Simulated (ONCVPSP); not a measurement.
# Pseudopotentials across the periodic table

Generated with ld1.x 7.5 (TM, RRKJ, ultrasoft, PAW), atompaw 4.2 or ONCVPSP 4.0.1. The cutoff is in Ry: for ld1.x and atompaw files where the sum of valence levels is converged to 10 mRy in a Bessel basis, for ONCV files where the hardest occupied wave has 1 mHa per electron of residual kinetic energy. The error is the largest all-electron minus pseudo excitation energy over each file’s own four to seven test configurations (ionisations up to +4, promotions, holes and added fractions of an electron), all of which were solved. The labels leave out finer settings (local radius, basis sizes, second energies), which also bear on the numbers. Spin-polarised tests are not counted. The rows are a selection from randomly drawn settings: files with unsolved tests, undetermined cutoffs or missed reference levels are left out.

A true bound ghost makes a file unfit for plane-wave use even where its test errors are small: the radial tests pick states by their node count and pass the ghost by.

| element | potential | cutoff (Ry) | largest error (meV) | bound ghosts |
| --- | --- | --- | --- | --- |
| Fe | ONCV, LDA (Perdew-Wang 92), scalar-relativistic, rc 1.30/1.40/1.75 (spd), local smoothed, core correction yes, reference 3s2 3p6 3d6 4s2, qcut 11.1/7.8/7.3, projectors 3/2/2 | 114 | +64 | none |
| Kr | ONCV, PBE, scalar-relativistic, rc 1.25/1.60/0.90 (spd), local smoothed, core correction yes, reference 3d10 4s2 4p6, qcut 5.3/5.3/19.3, projectors 3/1/1 | 287 | -17 | s, p |
| Nb | ONCV, LDA (Perdew-Zunger), non-relativistic, rc 1.65/2.15/2.55 (spd), local smoothed, core correction yes, reference 4s2 4p6 4d4, qcut 7.4/5.4/5.4, projectors 2/2/2 | 40 | +78 | none |
| Nb | ONCV, PBEsol, scalar-relativistic, rc 2.20/2.00/2.00 (spd), local d, core correction yes, reference 4s2 4p6 4d4 5s0.5 5p0.5, qcut 4.2/8.1/8.3, projectors 3/2/0 | 36 | -1.7 | none |
| Ru | ONCV, LDA (Perdew-Zunger), scalar-relativistic, rc 1.95/1.15/1.40/1.60 (spdf), local smoothed, core correction yes, reference 4s2 4p6 4d7.5 5s0.5, qcut 6.4/7.2/7.8/7.4, projectors 2/2/3/2 | 79 | -4.6 | s |
| In | ONCV, PBE, scalar-relativistic, rc 1.30/1.75/1.80 (spd), local smoothed, core correction yes, reference 4s2 4p6 4d10 5s1.75 5p1.25, qcut 8.7/7.3/9.5, projectors 2/3/2 | 62 | -122 | none |

Task: Fill in the row for C: ONCV, PBE, fully relativistic, rc 0.85/3.15 (sp), local smoothed, core correction yes, reference 2s2 2p2, qcut 7.1/3.8, projectors 3/2.

Result: cutoff 41 Ry, largest error +3456 meV, bound ghosts: s, p3/2, p1/2.

Task: Fill in the row for Ge: ONCV, LDA (Perdew-Zunger), scalar-relativistic, rc 1.45/2.15/0.70/2.20 (spdf), local smoothed, core correction yes, reference 3d10 4s2 4p2, qcut 4.4/3.6/24.3/5.8, projectors 2/2/2/3.

Result: cutoff 440 Ry, largest error -35 meV, bound ghosts: s, p.
